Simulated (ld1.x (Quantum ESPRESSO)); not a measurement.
# PBE ultrasoft dataset for Mo, scalar-relativistic all-electron reference.

ld1.x (Quantum ESPRESSO) 7.5 input, shortened:

```
&input
   title='Mo', zed=42., rel=1, dft='PBE', iswitch=3,
   config='[Kr] 4d5 5s1 5p0'
 /
 &inputp
   pseudotype=3, tm=.true., lloc=-1, rcloc=2.30,
   nlcc=.true., new_core_ps=.true.
 /
6
4S  1  0   2.00   0.00  1.90  2.05  0.0
5S  2  0   1.00   0.00  1.90  2.05  0.0
4P  2  1   6.00   0.00  1.70  1.80  0.0
5P  3  1   0.00   0.00  1.70  1.80  0.0
4D  3  2   5.00   0.00  1.90  2.35  0.0
4D  3  2   0.00   1.35  1.90  2.35  0.0
 &test
   configts(1)='4s2 4p6 4d5 5s1 5p0'
 /
```

All-electron outer shells of the reference configuration (PBE, scalar-relativistic, ld1.x):

```json
{"shell": "3p", "level (eV)": "-379.25", "outermost node (bohr)": "0.17", "outermost maximum (bohr)": "0.38"}
{"shell": "3d", "level (eV)": "-220.98", "outermost node (bohr)": "–", "outermost maximum (bohr)": "0.32"}
{"shell": "4s", "level (eV)": "-64.35", "outermost node (bohr)": "0.51", "outermost maximum (bohr)": "0.99"}
{"shell": "4p", "level (eV)": "-38.49", "outermost node (bohr)": "0.52", "outermost maximum (bohr)": "1.08"}
{"shell": "5s", "level (eV)": "-4.09", "outermost node (bohr)": "1.34", "outermost maximum (bohr)": "2.93"}
{"shell": "4d", "level (eV)": "-3.75", "outermost node (bohr)": "0.53", "outermost maximum (bohr)": "1.38"}
{"shell": "5p", "level (eV)": "-1.04", "outermost node (bohr)": "1.54", "outermost maximum (bohr)": "4.11"}
```

Calculated quality:

| Quantity | Value |
| --- | --- |
| Configuration tests | test run stopped at test 6 of 7 (negative rho) |
| Lowest eigenvalue of the overlap operator | -0.29 (s channel); it is negative, so in a basis up to 400 Ry S is not positive definite and the file is unfit for use |

A Bessel basis up to 400 Ry misses an occupied level by 0.60 Ry, so cutoffs and ghosts were not judged. Its overlap operator is not positive definite in a basis up to 400 Ry (lowest eigenvalue s -0.29), so the file is unfit for use: the generalised eigenproblem breaks down once the basis is large enough, and its test numbers describe a broken file. The potential misses its own reference levels by up to 1.2 eV, so it is not fit for use.

Generation and tests took about 2.5 s on one core of a shared server CPU.
